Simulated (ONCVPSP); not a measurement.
Before and after: ONCV potential for C

```
Element                 : carbon (C)
Generator               : ONCVPSP 4.0.1
Type                    : optimised norm-conserving Vanderbilt (ONCV)
Functional              : PBE
Relativity              : scalar-relativistic
Frozen core             : [He]
Valence charge          : 4
Reference configuration : 2s2 2p1.5 (charge +0.5)
Partial waves           : 2s: rc 1.30 bohr, ncon 3, nbas 7, qcut 4.9 1/bohr, 1 projector; 2p: rc 1.65 bohr, ncon 4, nbas 9, qcut 7.3 1/bohr, 2 projectors, debl 0.6 Ha
Local potential         : polynomial inside 1.20 bohr (lpopt 4, dvloc0 0 Ha)
Core correction         : Teter function, fcfact 3.25, rcfact 1.55
```

All-electron outer shells of the reference configuration (PBE, scalar-relativistic, ld1.x):

```tsv
shell	level (eV)	outermost node (bohr)	outermost maximum (bohr)
1s	-280.20	–	0.17
2s	-19.38	0.38	1.20
2p	-10.72	–	1.16
```

Change: local potential polynomial inside 1.20 bohr (lpopt 4, dvloc0 9 Ha).

Cutoffs: the cutoffs (Ha) at which the residual kinetic energy of the hardest occupied pseudo-wave falls to 1 and 0.1 mHa per electron; they do not see the model core or the augmentation charge, which bear on the density cutoff. Errors are all-electron minus pseudo energies relative to the spin-unpolarised reference configuration.

Problem. What does the change do?

Solution. The potential gets neither clearly harder nor softer (19 Ha and 77 Ha → 19 Ha and 77 Ha); the errors of the 4 common tests hardly move; the range in which the s phases agree widens (upper end 2.4 → 4.3); neither file shows a bound ghost.

| quantity | base | changed |
| --- | --- | --- |
| cutoff, loose | 19 Ha | 19 Ha |
| cutoff, tight | 77 Ha | 77 Ha |
| bound ghosts | none | none |
| GHOST(+) flags under 300 eV | none | none |
| error for 2s2 2p2, meV [ΔE -3.96 eV] | +3.7 | +3.3 |
| error for 2s2 2p1, meV [ΔE 6.90 eV] | +9.1 | +8.2 |
| error for 2s2 2p0, meV [ΔE 31.05 eV] | +177 | +160 |
| error for 2s1 2p0, meV [ΔE 79.25 eV] | +351 | +313 |
| s: phases at 1.32 bohr within 0.05 rad from the reference energy up to (Ha; the scan ends near 5) | 2.4 | 4.3 |
| p: phases at 1.68 bohr within 0.05 rad from the reference energy up to (Ha; the scan ends near 5) | to the end of the scan | to the end of the scan |
| rms error of d²Exc/dni dnj with the model core, mHa | 1.98 | 1.98 |
